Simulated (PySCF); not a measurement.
**A search over the determinants of InC**

Unrestricted PBE0; basis In x2c-SVPall, C x2c-SVPall; spin-free X2C with a Gaussian nucleus; PySCF 2.14. Outer shells of the fragments: In 4d10 5s2 5p1; C 2s2 2p2.

Followed along the bond (rough minima from three points):

```csv
2Ms+1,unpaired,⟨S²⟩ at the start,R at minimum (Å),Te (eV)
4,"σ ↑, π ↑↑",3.75,2.21,0.00
2,"σ ↓, π ↑↑",1.77,2.19,0.60
2,"σ ↑, π ↑↓",1.76,2.20,0.66
2,π ↑,0.90,2.06,1.64
```

Solutions found at the starting distance of 2.100 Å, counted from the lowest of them; the search is not exhaustive and high or unbound solutions are not listed, so other states can lie among these:

```csv
2Ms+1,unpaired,term,E (eV),⟨S²⟩,⟨Lz²⟩,μ (D)
4,"σ ↑, π ↑↑",⁴Σ⁻,0.00,3.75,0.00,-2.22
2,"σ ↓, π ↑↑",mixed,0.58,1.77,0.00,-2.58
2,"σ ↑, π ↑↓",mixed,0.66,1.76,2.01,-2.34
2,π ↑,²Π,1.60,0.90,1.01,-3.40
2,σ ↑,mixed,1.73,0.76,2.00,-2.00
2,π ↑,²Π,1.87,0.75,1.00,-0.90
4,π ↑↑↑,⁴Π,3.13,3.78,1.00,-1.28
4,"σ ↑↑, π ↑",⁴Π,3.59,4.01,1.00,-3.33
```

A term symbol is given only where ⟨S²⟩ and ⟨Lz²⟩ are close to those of a pure state; real π, δ and φ orbitals otherwise mix terms. A positive dipole means In(−)C(+).

Spin–orbit coupling is left out.
